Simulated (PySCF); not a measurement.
# Relaxation of doublet OsH₅

These are results of PySCF, UPBE0, basis Os def2-TZVP with ECP60, H def2-TZVP (scalar-relativistic core potentials, no spin–orbit coupling, density fitting), not measurements. A (50,194) grid was used.

A start displaced from a saddle point along its imaginary mode, of Cs symmetry, held to at least that symmetry:

```xyz
6
charge 0 multiplicity 2, angstrom
Os   -0.0053    0.0000   -0.0015
H     0.4801   -0.0009    1.5591
H     0.5528   -0.0012   -1.5697
H     1.5744   -0.0032    0.0527
H    -0.7974    1.3739    0.1198
H    -0.8031   -1.3706    0.1200
```

Problem. What does it relax to?

Solution. It ends at Cs with Os–H 1.569 Å, Os–H 1.574 Å, Os–H 1.599 Å (×2), Os–H 1.687 Å; H–Os–H 58.6°, H–Os–H 69.5°, H–Os–H 70.2° (×2), H–Os–H 96.0°, H–Os–H 108.5° (×2), H–Os–H 128.1°, H–Os–H 131.5° (×2) (after a last refinement on a finer grid). A frequency run shows 1 imaginary mode, down to 279i cm⁻¹, so it is a saddle point.

Problem. How much energy is released, and in how many steps?

Solution. 71.6 kJ/mol in 10 steps.

Open d and f shells are described by one determinant, and the ground state may have another occupation or spin. No spin–orbit coupling is included, which matters more the heavier the element.

The relaxation took of the order of 50 core-seconds on a shared host.
